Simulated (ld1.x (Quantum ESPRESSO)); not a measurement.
**antimony (Sb), ultrasoft: configuration errors across variants**

```json
{
 "Element": "Sb (Z = 51)",
 "Generator": "ld1.x (Quantum ESPRESSO) 7.5",
 "Type": "ultrasoft",
 "Functional": "LDA (PZ)",
 "Relativity": "fully relativistic",
 "Frozen core": "[Kr] 4d10",
 "Valence charge": "5",
 "Reference configuration": "5s2 5p3",
 "Partial waves": "5s (bound): rcut 2.00, rcutus 2.25 bohr; 5s channel at 0.25 Ry: rcut 2.00, rcutus 2.25 bohr; 5p (bound): rcut 2.25, rcutus 2.45 bohr; 5p channel at 0.05 Ry: rcut 2.25, rcutus 2.45 bohr",
 "Local potential": "all-electron potential smoothed inside 2.15 bohr (lloc = -1)",
 "Core correction": "Bessel-smoothed model core inside 1.45 bohr",
 "Augmentation charge": "PSQ, radius 1.80 bohr"
}
```

Open shells are filled in proportion to 2j + 1 (rel_dist='average').

All-electron excitation energies from the reference (eV): (1) 5s2 5p2 8.538; (2) 5s2 5p1 24.813; (3) 5s2 5p0 49.625; (4) 5s1 5p4 8.181; (5) 5s1 5p3 17.328; (6) 5s2 5p2.5 3.363; (7) 5s2 5p3.3 -1.212.

2 further variants failed, have other tests or another functional or relativity, and are left out.

A true bound ghost makes a file unfit for plane-wave use even where its test errors are small: the radial tests pick states by their node count and pass the ghost by.

Errors AE − PS in meV (a dash: test not solved or not reliable):

| change | (1) | (2) | (3) | (4) | (5) | (6) | (7) | bound ghosts |
| --- | --- | --- | --- | --- | --- | --- | --- | --- |
| base | -7.1 | -53 | -199 | -8.5 | -28 | -1.2 | -0.2 | none |
| type PAW; local potential all-electron potential smoothed inside 2.25 bohr (lloc = -1); augmentation PSQ, inside the norm-conserving radii | -6.4 | -48 | -183 | -9.3 | -30 | -1.1 | -0.2 | not determined |
| local potential all-electron potential smoothed inside 1.38 bohr (lloc = -1) | -7.0 | -52 | -203 | -8.4 | -27 | -1.2 | -0.2 | s, d |
| local potential all-electron potential smoothed inside 2.00 bohr (lloc = -1) | -7.1 | -53 | -198 | -8.5 | -28 | -1.2 | -0.2 | none |
| all radii but the core radius scaled by about 0.93 (s 2.08, p 2.28 bohr, rcut 1.86/2.08); local potential all-electron potential smoothed inside 2.00 bohr (lloc = -1); augmentation PSQ, radius 1.66 bohr | -7.5 | -57 | -219 | -8.6 | -30 | -1.3 | -0.2 | none |
| wave 5p channel at 0.05 Ry: rcut 2.25, rcutus 2.45 bohr becomes 5p channel at -0.08 Ry: rcut 2.25, rcutus 2.45 bohr | -7.1 | -53 | -199 | -8.5 | -28 | -1.2 | -0.2 | none |
| augmentation PSQ, inside the norm-conserving radii | -8.4 | -57 | -196 | -7.8 | -32 | -1.5 | -0.3 | none |
| waves 5p (bound): rcut 2.25, rcutus 2.46 bohr; 5p channel at 0.05 Ry: rcut 2.25, rcutus 2.46 bohr | -7.1 | -53 | -199 | -8.5 | -28 | -1.2 | -0.2 | none |
| core correction Bessel-smoothed model core inside 1.94 bohr | -6.9 | -51 | -192 | -7.4 | -26 | -1.2 | -0.2 | none |

Q: Give the same row for: waves 5s (bound): rcut 2.00, rcutus 3.28 bohr; 5s channel at 0.25 Ry: rcut 2.00, rcutus 3.28 bohr.

A: -6.9, -49, -171, -11, -25, -1.2, -0.2; bound ghosts: none.
